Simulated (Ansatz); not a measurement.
Cost and result for the atomization energy of CH4F2N2Si (`N[SiH](F)/N=C/F`) (10 atoms, 9 bonds).

Cartesian coordinates in Å:
```
N -0.2970 1.8429 0.3442
Si -0.6866 0.2037 0.4146
F -0.2121 -0.4926 1.7823
N 0.1052 -0.5475 -0.9171
C 0.8499 -1.5308 -0.8494
F 1.4085 -2.0516 -1.9441
H -0.6795 2.5337 0.9654
H 0.4871 2.1805 -0.1861
H -2.1406 -0.0332 0.3640
H 1.1652 -2.1051 0.0262
```

The species carries charge 0 and has multiplicity 1. All single points use the PBE0-D4/def2-TZVP geometry. It is one conformer, not always the lowest. Program: Ansatz. All runs use 4 threads of an Intel Xeon 6975P-C on a shared host. Times are those of one run each, without the atoms' runs, and a repeat can differ threefold. Electronic energies, without spin–orbit coupling; frozen cores. CCSD(T)/CBS adds CCSD(T) − MP2 in def2-TZVPP to the MP2 limit, and its time is that of the two runs behind it. T1 = 0.013. HSE06 is the plane-wave form, built on full-range PBE exchange.

CCSD(T)/CBS is a level of theory with its own doubt, some kJ/mol a heavy atom from the limit and from the frozen cores, so smaller differences don't rank the functionals.

```json
{"level": "LDA (SPW92)/def2-TZVPP", "functions": "253", "wall time": "0.75 s", "atomization (kJ/mol)": "4602.5", "difference from CCSD(T)/CBS": "655.1", "per bond": "72.8"}
{"level": "revPBE-D4/def2-TZVPP", "functions": "253", "wall time": "1.1 s", "atomization (kJ/mol)": "3934.0", "difference from CCSD(T)/CBS": "-13.4", "per bond": "-1.5"}
{"level": "PBE0-D4/def2-TZVPP", "functions": "253", "wall time": "1.5 s", "atomization (kJ/mol)": "3935.7", "difference from CCSD(T)/CBS": "-11.7", "per bond": "-1.3"}
{"level": "HSE06-D4/def2-TZVPP", "functions": "253", "wall time": "1.7 s", "atomization (kJ/mol)": "3939.3", "difference from CCSD(T)/CBS": "-8.1", "per bond": "-0.9"}
{"level": "CAM-B3LYP-D4/def2-TZVPP", "functions": "253", "wall time": "1.9 s", "atomization (kJ/mol)": "3983.7", "difference from CCSD(T)/CBS": "36.3", "per bond": "4.0"}
{"level": "r2SCANh-D4/def2-TZVPP", "functions": "253", "wall time": "2.5 s", "atomization (kJ/mol)": "3899.2", "difference from CCSD(T)/CBS": "-48.2", "per bond": "-5.4"}
{"level": "B2PLYP/def2-TZVPP", "functions": "253", "wall time": "2.9 s", "atomization (kJ/mol)": "3913.0", "difference from CCSD(T)/CBS": "-34.4", "per bond": "-3.8"}
{"level": "B97M-V/def2-TZVPP", "functions": "253", "wall time": "3.3 s", "atomization (kJ/mol)": "3946.7", "difference from CCSD(T)/CBS": "-0.7", "per bond": "-0.1"}
{"level": "CCSD(T)/def2-SVP", "functions": "108", "wall time": "3.5 s", "atomization (kJ/mol)": "3624.1", "difference from CCSD(T)/CBS": "-323.3", "per bond": "-35.9"}
{"level": "ωB97M-V/def2-TZVPP (with forces)", "functions": "253", "wall time": "4.9 s", "atomization (kJ/mol)": "3968.8", "difference from CCSD(T)/CBS": "21.4", "per bond": "2.4"}
{"level": "MP2/def2-QZVPP", "functions": "475", "wall time": "12 s", "atomization (kJ/mol)": "4010.8", "difference from CCSD(T)/CBS": "63.4", "per bond": "7.0"}
{"level": "CCSD(T)/def2-TZVPP", "functions": "253", "wall time": "51 s", "atomization (kJ/mol)": "3812.0", "difference from CCSD(T)/CBS": "-135.4", "per bond": "-15.1"}
{"level": "CCSD(T)/CBS(def2)", "functions": "–", "wall time": "63 s", "atomization (kJ/mol)": "3947.4", "difference from CCSD(T)/CBS": "0.0", "per bond": "0.0"}
```

From r2SCAN to r2SCAN0 (25 % exact exchange), in def2-TZVPP and without D4, the atomization energy moves by −102.0 kJ/mol: exact exchange takes away binding that semilocal exchange gives to molecules. In def2-TZVPP, CCSD(T) changes the Hartree–Fock value by +1114.9 kJ/mol (the triples alone add +74.6 kJ/mol) and MP2 by +1231.7 kJ/mol; breaking electron pairs costs correlation energy, which Hartree–Fock lacks. At CCSD(T), def2-SVP lies −323.3 kJ/mol from the extrapolated value and def2-TZVPP −135.5 kJ/mol: correlation converges slowly with the basis, and small sets miss more of it in the bonded molecule than in its fragments.
